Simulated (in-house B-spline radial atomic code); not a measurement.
Configurations of Nd8+, with energies counted from [Kr] 4d10 (4f5/2)2 5s2 (5p1/2)2. Level of theory: Dirac-Hartree-Fock, average of each configuration as written, Fermi nucleus of rms radius 4.9123 fm; calculated with an all-electron radial atomic-structure program (B-spline basis). Energies include first-order Breit, QED and recoil terms.

Occupations are held fixed; configurations that lie above the ionisation limit could autoionise.

```tsv
configuration	E - E(ref) (eV)	highest orbital	its <r> (bohr)
[Kr] 4d10 (4f7/2)3 5s2 (5p3/2)1	15.575	4f7/2	0.8508
[Kr] 4d10 (4f7/2)2 5s2 (5p3/2)1 (6d5/2)1	80.839	6d5/2	3.16
[Kr] 4d10 (4f5/2)1 (4f7/2)1 5s2 (5p1/2)1 (9d3/2)1	110.61	9d3/2	9.232
[Kr] (4d3/2)4 (4d5/2)5 (4f5/2)2 5s2 (5p1/2)1 (5p3/2)2	122.71	5p3/2	1.452
[Kr] (4d3/2)4 (4d5/2)5 (4f7/2)2 5s2 (5p1/2)1 (5p3/2)1 (5g7/2)1	209.1	5g7/2	2.896
```

Question: Order these further configurations by energy, lowest first.
A. [Kr] 4d10 (4f7/2)2 5s2 (5p3/2)1 (7g9/2)1
B. [Kr] 4d10 (4f5/2)1 5s2 (5p3/2)2 (7g9/2)1
C. [Kr] 4d10 (4f7/2)2 5s2 (5p1/2)1 (5p3/2)1
D. [Kr] 4d10 (4f5/2)2 5s2 (5p1/2)1 (7d5/2)1
E. [Kr] 4d10 (4f5/2)1 (4f7/2)1 5s2 (5p3/2)2

Answer: C (5.1183 eV), E (9.8209 eV), D (93.07 eV), A (111.69 eV), B (112.18 eV).

Question: How far above the reference does [Kr] 4d10 (4f5/2)1 (4f7/2)1 5s2 (5p1/2)1 (5p3/2)1 lie?

Answer: 4.9373 eV; its least bound orbital is 5p3/2 with <r> = 1.476 bohr.
